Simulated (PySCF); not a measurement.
**Electronic structure of Kr (krypton, neutral) at the UHF level**

Configuration: [Kr], closed-shell 1S. All numbers are calculated (PySCF 2.14, scalar relativity by spin-free X2C-1e, in aug-cc-pVQZ-DK (8s7p5d3f2g, 93 functions)).

```json
{
 "Total energy": "-2788.179928 hartree",
 "One-electron energy": "-3876.5967 hartree",
 "Hartree (Coulomb) energy": "1183.9626 hartree",
 "Exchange energy": "-95.5458 hartree",
 "⟨S²⟩": "0.0000",
 "⟨L²⟩": "0.000",
 "Sum of ⟨r⟩": "26.08 bohr",
 "Sum of ⟨r²⟩": "39.11 bohr²",
 "Langevin diamagnetic susceptibility": "-31.0 ×10⁻⁶ cm³/mol"
}
```

```tsv
shell	electrons	mean orbital energy (eV)	rms radius, mean of both spins (bohr)
1s	2	-14403.7	0.0478
2s	2	-1960.5	0.199
2p	6	-1728.4	0.177
3s	2	-305.30	0.565
3p	6	-228.91	0.581
3d	10	-101.99	0.612
4s	2	-32.308	1.71
4p	6	-14.237	2.10
```

Densities and radii are taken from the X2C orbitals without a picture-change correction, which distorts them close to the nucleus.

Spin-orbit constants ζ (cm⁻¹) from the X2C one-electron operator on these orbitals: bare nucleus, nucleus screened by l(l+1)(2l+1)/3 electrons, and screened by the Breit-Pauli mean field of the electrons.

```tsv
shell	bare	screened nucleus	mean field
2p	297300	280800	n/a
3p	43880	41440	n/a
3d	5571	4024	n/a
4p	3197	3019	n/a
```
